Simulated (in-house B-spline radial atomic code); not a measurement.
Configurations of neutral tin, with energies counted from [Kr] 4d10 5s2 5p2. Method: scalar-relativistic (X2C) r2SCAN0, spin-polarised, spherical fractional occupations, exact exchange averaged over the configuration, Fermi nucleus of rms radius 4.6519 fm. Calculated with a B-spline radial code for spherical atoms. Shells without spins written out take the highest spin.

Occupations are held fixed; configurations that lie above the ionisation limit could autoionise.

| configuration | E - E(ref) (eV) | highest orbital | its <r> (bohr) |
| --- | --- | --- | --- |
| [Kr] 4d10 5s2 5p1 6d1 | 6.4383 | 6d up | 17.49 |
| [Kr] 4d9 5s2 5p2 5d1 | 30.847 | 5d up | 7.569 |
| [Ar] 3d10 4s2 4p5 4d10 5s2 5p3 | 91.784 | 5p up | 2.879 |
| [Ar] 3d10 4s2 4p5 4d10 5s2 5p2 5f1 | 100.4 | 5f up | 30.02 |
| [Ar] 3d9 4s2 4p6 4d10 5s2 5p2 5f1 | 496.08 | 5f up | 30.03 |

(1) Order these further configurations by energy, lowest first.
A. [Kr] 4d10 4f1 5s1 5p2
B. [Kr] 4d10 5s1 5p2 5f1
C. [Kr] 4d10 5s1 5p2 6s1
D. [Ar] 3d9 4s2 4p6 4d10 4f1 5s2 5p2
E. [Ar] 3d9 4s2 4p6 4d10 5s2 5p3

(2) How far above the reference does [Kr] 4d10 5s1 5p2 5d1 lie?

Answers

(1) C (9.6831 eV), A (11.891 eV), B (12.195 eV), E (487.44 eV), D (495.78 eV).

(2) 10.895 eV; its least bound orbital is 5d up with <r> = 7.741 bohr.
